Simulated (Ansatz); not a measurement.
Coupled-cluster diagnostics for [Li(H2O)4]+ (LiO4H8⁺), Ansatz.

Geometry of the singlet (r2SCAN-D4/def2-SVP):

Cartesian coordinates in Å:
```
Li -0.0013 -0.0028 0.0010
O -0.4228 -1.6434 -0.9172
H -1.2445 -2.1460 -0.8330
H 0.0794 -2.0977 -1.6070
O 0.7014 1.2492 -1.2839
H 1.5031 1.7787 -1.1756
H 0.4030 1.4273 -2.1859
O 1.3058 -0.3309 1.3779
H 1.5230 0.2111 2.1482
H 1.8254 -1.1393 1.4855
O -1.5840 0.7253 0.8238
H -2.0237 0.4597 1.6426
H -2.0647 1.5086 0.5235
```

Correlated methods freeze 4 core orbitals; core or outer-core shells of Li are correlated, in sets that lack core-valence functions.

Q: Estimate the CCSD(T) correlation energy, the shares of MP2 and (T), T1 and the reference's ⟨S²⟩ for: charge 1, singlet, own geometry in def2-TZVP; and the rough time on 4 threads of Arm Neoverse V1 on a shared host.

A: 
```csv
state,basis,correlation (eV),MP2 share (%),(T) share (%),T1,⟨S²⟩ (pure),wall time
"charge 1, singlet, own geometry",def2-TZVP,-30.176,94.7,2.5,0.007,0.00 (0.00),67 s
```
Customary marks for T1 are 0.02 (closed shells), 0.045 (open shells) and about 0.05 (3d metals). T1 stays under 0.02 throughout.
